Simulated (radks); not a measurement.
All-electron atom: Cd+ in [Kr] 4d10 5s1. All-electron calculation, non-relativistic Kohn-Sham, PBE, spin-polarised, spherical densities, point nucleus; open shells are filled with parallel spins first (spin-orbit coupling, left out, can overturn this in heavy ions); relativity is left out, which matters for an element this heavy. Program: a radial shooting solver on a logarithmic mesh with Libxc functionals.

Radial electron density D(r) = 4 pi r^2 rho(r):

| r (bohr) | D(r) (e/bohr) | spin D(r) |
|---|---|---|
| 0.003813 | 9.843 | 0.00143 |
| 0.004404 | 12.41 | 0.00180 |
| 0.005086 | 15.50 | 0.00224 |
| 0.005874 | 19.17 | 0.00275 |
| 0.006784 | 23.44 | 0.00334 |
| 0.007834 | 28.28 | 0.00397 |
| 0.009048 | 33.60 | 0.00464 |
| 0.01045 | 39.23 | 0.00529 |
| 0.01207 | 44.89 | 0.00585 |
| 0.01394 | 50.23 | 0.00623 |
| 0.0161 | 54.79 | 0.00633 |
| 0.01859 | 58.13 | 0.00604 |
| 0.02147 | 59.86 | 0.00527 |
| 0.02479 | 59.83 | 0.00403 |
| 0.02863 | 58.21 | 0.00245 |
| 0.03307 | 55.65 | 0.000828 |
| 0.03819 | 53.20 | -0.000345 |
| 0.0441 | 52.15 | -0.000452 |
| 0.05093 | 53.60 | 0.00105 |
| 0.05882 | 57.99 | 0.00431 |
| 0.06793 | 64.63 | 0.00871 |
| 0.07846 | 71.59 | 0.0127 |
| 0.09061 | 76.28 | 0.0139 |
| 0.1038 | 76.62 | 0.0108 |
| 0.1199 | 72.06 | 0.00272 |
| 0.1385 | 64.20 | -0.00757 |
| 0.1599 | 56.71 | -0.0144 |
| 0.1847 | 53.29 | -0.0123 |
| 0.2133 | 55.22 | 0.000226 |
| 0.2463 | 60.02 | 0.0167 |
| 0.2844 | 62.65 | 0.0261 |
| 0.3285 | 58.81 | 0.0210 |
| 0.3794 | 48.11 | 0.00677 |
| 0.4381 | 34.44 | -0.000411 |
| 0.506 | 23.32 | 0.0124 |
| 0.5844 | 18.10 | 0.0385 |
| 0.6749 | 18.14 | 0.0518 |
| 0.7794 | 20.00 | 0.0289 |
| 0.9001 | 20.34 | -0.0214 |
| 1.04 | 18.03 | -0.0557 |
| 1.201 | 13.94 | -0.0256 |
| 1.387 | 9.627 | 0.0845 |
| 1.601 | 6.117 | 0.244 |
| 1.849 | 3.702 | 0.396 |
| 2.136 | 2.201 | 0.485 |
| 2.466 | 1.304 | 0.486 |
| 2.848 | 0.7616 | 0.409 |
| 3.29 | 0.4255 | 0.292 |
| 3.799 | 0.2191 | 0.176 |
| 4.388 | 0.1005 | 0.0891 |
| 5.067 | 0.03938 | 0.0370 |
| 5.852 | 0.01258 | 0.0122 |
| 6.758 | 0.003123 | 0.00308 |
| 7.805 | 0.0005780 | 0.000574 |

D(r) has 4 maxima, at r = 0.0231, 0.0982, 0.284, 0.858 bohr, and minima at 0.0441, 0.188, 0.623 bohr, inside which lie 2.03, 11.29, 28.97 electrons.
